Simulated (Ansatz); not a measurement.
Start from `CO[SiH](Cl)I` and change one atom or group to get `ClC[SiH](Cl)I`.

Ansatz, PBE0-D4/def2-TZVP geometries, multiplicity 1. Each molecule was computed in one conformer, which needn't be the lowest.

Elements past krypton have def2 core potentials.  Spin–orbit coupling is left out; it splits and shifts lone-pair levels of the heavy atoms by tenths of an eV.

```csv
property,`CO[SiH](Cl)I`
HOMO energy (PBE/def2-TZVPP) / eV,-6.73
LUMO energy (PBE/def2-TZVPP) / eV,-1.42
LUMO energy (ωB97M-V/def2-TZVPP) / eV,1.31
HOMO energy (B3LYP/def2-TZVPP) / eV,-7.61
size of the dipole moment (PBE/def2-TZVPP) / D,1.87
HOMO–LUMO gap (B3LYP/def2-TZVPP) / eV,6.83
```

Question: Give the same properties after the change, and the shifts. (An estimate is asked.)

Answer: Ansatz gave: 
| property | `ClC[SiH](Cl)I` | shift |
| --- | --- | --- |
| HOMO energy (PBE/def2-TZVPP) / eV | -6.75 | -0.02 |
| LUMO energy (PBE/def2-TZVPP) / eV | -1.62 | -0.20 |
| LUMO energy (ωB97M-V/def2-TZVPP) / eV | 1.09 | -0.22 |
| HOMO energy (B3LYP/def2-TZVPP) / eV | -7.67 | -0.06 |
| size of the dipole moment (PBE/def2-TZVPP) / D | 1.02 | -0.85 |
| HOMO–LUMO gap (B3LYP/def2-TZVPP) / eV | 6.68 | -0.15 |

With PBE0 the HOMO falls by 0.05 eV and the LUMO falls by 0.22 eV, so the gap narrows by about 0.17 eV. PBE moves the HOMO by -0.02 eV and ωB97M-V by -0.05 eV. The zero-point energy changes by -37.0 kJ/mol with -3 modes. Dipoles are sizes alone; their direction can turn.

B3LYP here is the variant with VWN-RPA as its local correlation; programs differ in this.
